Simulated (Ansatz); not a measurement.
`[CH3][GeH]([F])[InH2]` + H₂ → `[F][GeH2][InH2]` + CH₄  (hydrogenolysis of a Ge–C bond)

Gas-phase electronic energies from Ansatz, PBE0-D4/def2-TZVP geometries. CCSD(T)/CBS adds triple-zeta CCSD(T) − MP2 to the extrapolated MP2 energy (def2 sets, frozen cores). This one scheme is used for every species. Functionals use def2-TZVPP. HSE06 is defined as in plane-wave codes. def2 core potentials past Kr. For Ge, In outer-core shells are correlated without core-valence functions, which leaves a few kJ/mol of doubt a bond. Scalar relativity is left out up to krypton.

`[CH3][GeH]([F])[InH2]`:

Cartesian coordinates in Å:
```
C -1.648 -0.525 -0.189
Ge -0.146 0.721 -0.209
F -0.427 1.791 1.168
In 2.245 -0.244 0.283
H -2.583 0.037 -0.213
H -1.608 -1.180 -1.062
H -1.622 -1.136 0.713
H -0.271 1.661 -1.433
H 3.579 0.061 -0.770
H 2.480 -1.185 1.712
```

H₂:

```xyz
2

H    -0.356    0.111   -0.018
H     0.356   -0.111    0.018
```

`[F][GeH2][InH2]`:

```xyz
7

F     0.353    0.142    2.274
Ge    0.750    0.523    0.606
In   -0.981   -0.675   -0.947
H     0.732    2.066    0.548
H     2.215    0.057    0.443
H    -2.234   -1.641   -0.269
H    -0.835   -0.473   -2.655
```

CH₄:

```xyz
5

C     0.000    0.000    0.000
H     0.280    0.198   -1.034
H    -1.034   -0.341    0.037
H     0.102    0.913    0.586
H     0.652   -0.770    0.411
```

**Question.** Is it downhill or uphill in electronic energy at CCSD(T)/CBS, and by how much? (Best estimate.)

**Answer.** Computed: Downhill: ΔE = -28.8 kJ/mol.

**Question.** What do these levels give: LDA (SPW92), revPBE-D4, r2SCANh-D4, HSE06-D4, ωB97M-V, revPBE, r2SCAN, BHLYP, RPA@PBE/def2-TZVPP, MP2/def2-SVP, CCSD/def2-SVP, MP2/def2-TZVPP? (Best estimate.)

**Answer.** Computed: LDA (SPW92) -33.8, revPBE-D4 -27.3, r2SCANh-D4 -33.6, HSE06-D4 -34.2, ωB97M-V -33.4, revPBE -37.9, r2SCAN -34.1, BHLYP -46.3, RPA@PBE/def2-TZVPP -30.4, MP2/def2-SVP -39.0, CCSD/def2-SVP -48.1, MP2/def2-TZVPP -24.3 kJ/mol.

Largest T1 diagnostic among the species: 0.013.

The D4 term adds +8.1 kJ/mol with B3LYP and +4.5 kJ/mol with PBE0; it sums over pairs of atoms, weighted by their polarisabilities, and B3LYP, whose exchange is more repulsive, gets the larger term. Leaving LDA and LC-ωPBE aside and taking each functional with its dispersion term where it has one, the values, not all of them listed here, spread over 16.2 kJ/mol, from B97M-V to revPBE-D4.

B3LYP here is the variant with VWN-RPA as its local correlation; programs differ in this.
